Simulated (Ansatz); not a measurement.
```
atom    x (Å)    y (Å)    z (Å)
   B   0.0000   0.0000   0.9513
   B   0.0000   0.0000  -0.9513
   H   1.0728   0.0000   0.0000
   H  -1.0728   0.0000   0.0000
   H   0.0000   1.1357   1.5840
   H   0.0000  -1.1357   1.5840
   H   0.0000   1.1357  -1.5840
   H   0.0000  -1.1357  -1.5840
```

Basis set: def2-TZVP (spherical functions). Left uncorrelated: 2 orbitals. Charge 0, multiplicity 1.

Computed with Ansatz (development build ahead of 0.2.0); each method stands on the lowest determinant of its kind that the runs found. Restricted open shells among the atoms or ions are ROHF, correlated in semicanonical orbitals with singles.

Task: Give the atomization energy at this shape (free ground-state atoms in the same class of orbitals less the molecule, no zero-point energy) of singlet B₂H₆ by RHF-MP2, RHF.

Result:

```
 method  atomization energy
RHF-MP2            24.45 eV
    RHF            20.32 eV
```

Caution: no unrestricted run beside it, a lower state can exist; the shape is not the minimum.
